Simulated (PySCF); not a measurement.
# Relaxation of singlet IH₄⁺

Method: PySCF, PBE0, basis I def2-TZVP with ECP28, H def2-TZVP (scalar-relativistic core potentials, no spin–orbit coupling, density fitting). A (50,194) grid was used.

A hand-made square planar start, of D4h symmetry, held to at least that symmetry:

Coordinates in bohr (charge 1 multiplicity 1):
```
I     0.0000    0.0000    0.0000
H     3.0557    0.0000    0.0000
H     0.0000    3.0557    0.0000
H    -3.0557    0.0000    0.0000
H     0.0000   -3.0557    0.0000
```

At each step, columns x, y, z (Å) and Fx, Fy, Fz (eV/Å):

```
step 0  E − E(last) = 14.76 kJ/mol
I    0.000   0.000   0.000   0.000   0.000   0.000
H    1.617   0.000   0.000   1.189   0.000   0.000
H    0.000   1.617   0.000   0.000   1.189   0.000
H   -1.617   0.000   0.000  -1.189   0.000   0.000
H    0.000  -1.617   0.000   0.000  -1.189   0.000
step 1  E − E(last) = 1.72 kJ/mol
I    0.000   0.000   0.000   0.000   0.000   0.000
H    1.661   0.000   0.000   0.377   0.000   0.000
H    0.000   1.661   0.000   0.000   0.377   0.000
H   -1.661   0.000   0.000  -0.377   0.000   0.000
H    0.000  -1.661   0.000   0.000  -0.377   0.000
step 2  E − E(last) = 0.04 kJ/mol
I    0.000   0.000   0.000   0.000   0.000   0.000
H    1.681   0.000   0.000   0.056   0.000   0.000
H    0.000   1.681   0.000   0.000   0.056   0.000
H   -1.681   0.000   0.000  -0.056   0.000   0.000
H    0.000  -1.681   0.000   0.000  -0.056   0.000
step 3  E − E(last) = 0.00 kJ/mol
I    0.000   0.000   0.000   0.000   0.000   0.000
H    1.685   0.000   0.000   0.003   0.000   0.000
H    0.000   1.685   0.000   0.000   0.003   0.000
H   -1.685   0.000   0.000  -0.003   0.000   0.000
H    0.000  -1.685   0.000   0.000  -0.003   0.000
```

It ends at D4h with I–H 1.685 Å (×4); H–I–H 90.0° (×4), H–I–H 180.0° (×2). A frequency run shows 1 imaginary mode, down to 682i cm⁻¹, so it is a saddle point.

The relaxation took of the order of 13 core-seconds on a shared host.
